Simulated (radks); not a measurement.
Trend from Zr4+ to Cd4+: ionisation energy by Delta-SCF between NIST ground configurations, and size. All-electron calculation, scalar-relativistic Kohn-Sham, LDA (Slater exchange, Perdew-Wang correlation), spin-unpolarised, spherical densities, point nucleus. Program: a radial shooting solver on a logarithmic mesh with Libxc functionals.

species  configuration  IE (eV)  NIST (eV)       kind  -e(HOMO) (eV)  outermost  <r> outermost (bohr)
Zr4+              [Kr]   81.098      80.35  semi-emp.    72.933 (4p)         4p                  1.31
Nb4+          [Kr] 4d1   50.459     50.573       exp.    43.593 (4d)         4d                  1.61
Mo4+          [Kr] 4d2   53.652      54.42  semi-emp.    46.493 (4d)         4d                  1.52
Tc4+          [Kr] 4d3   56.758         57     theory    49.314 (4d)         4d                  1.44
Ru4+          [Kr] 4d4   59.800         59     theory    52.076 (4d)         4d                  1.37
Rh4+          [Kr] 4d5   62.790         63     theory    54.791 (4d)         4d                  1.31
Pd4+          [Kr] 4d6   65.739         61     theory    57.467 (4d)         4d                  1.25
Ag4+          [Kr] 4d7   68.653         65     theory    60.112 (4d)         4d                  1.20
Cd4+          [Kr] 4d8   71.539         68     theory    62.731 (4d)         4d                  1.15

Reference values: NIST Atomic Spectra Database (exp. = measured, semi-emp. = semi-empirical, theory = theoretical value adopted there). Spin polarisation and multiplet splitting are left out, so open shells lie too high by an amount that depends on their filling.

Beside tabulated values, note that spin-unpolarised runs miss the spin-polarisation part of the exchange energy of open shells.
